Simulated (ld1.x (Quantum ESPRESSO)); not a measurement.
## Reading a pseudo-wave (O)

Columns: radius, all-electron u(r) and pseudo u(r) of the 2p shell (level -33.49 eV) of oxygen in the configuration [He] 2s2 2p2.5; BLYP, non-relativistic, ultrasoft scheme, ld1.x (Quantum ESPRESSO) 7.5.

```
r (bohr)  all-electron  pseudo
   0.100        0.1200  0.0120
   0.200        0.3371  0.0469
   0.300        0.5457  0.1020
   0.400        0.7109  0.1731
   0.500        0.8268  0.2546
   0.600        0.8975  0.3405
   0.700        0.9299  0.4245
   0.800        0.9321  0.5008
   0.900        0.9119  0.5646
   1.000        0.8761  0.6122
   1.100        0.8300  0.6417
   1.200        0.7777  0.6525
   1.300        0.7222  0.6458
   1.400        0.6659  0.6241
   1.500        0.6103  0.5906
   1.600        0.5566  0.5491
   1.700        0.5054  0.5035
   1.800        0.4573  0.4571
   1.900        0.4125  0.4125
   2.000        0.3710  0.3710
   2.100        0.3329  0.3329
   2.200        0.2981  0.2981
   2.300        0.2664  0.2664
   2.400        0.2377  0.2377
   2.500        0.2117  0.2117
   2.600        0.1882  0.1882
```

(1) How many radial nodes do the two functions have?

(2) At about which radius was the pseudo-wave matched?

(3) Where does each function peak?

(4) Is the pseudo-wave norm-conserving?

## Answers

(1) The all-electron 2p function has n − l − 1 = 0; the pseudo-wave has 0.

(2) 2.00 bohr. The columns agree to 0.0005 from 1.80 bohr on; several derivatives are matched, so the curves merge somewhat inside the radius.

(3) Outermost all-electron maximum near 0.80 bohr, pseudo maximum near 1.20 bohr (to the table’s step).

(4) No, it belongs to an ultrasoft set: the norm inside the radius is not constrained, and the difference is carried by the augmentation charge.
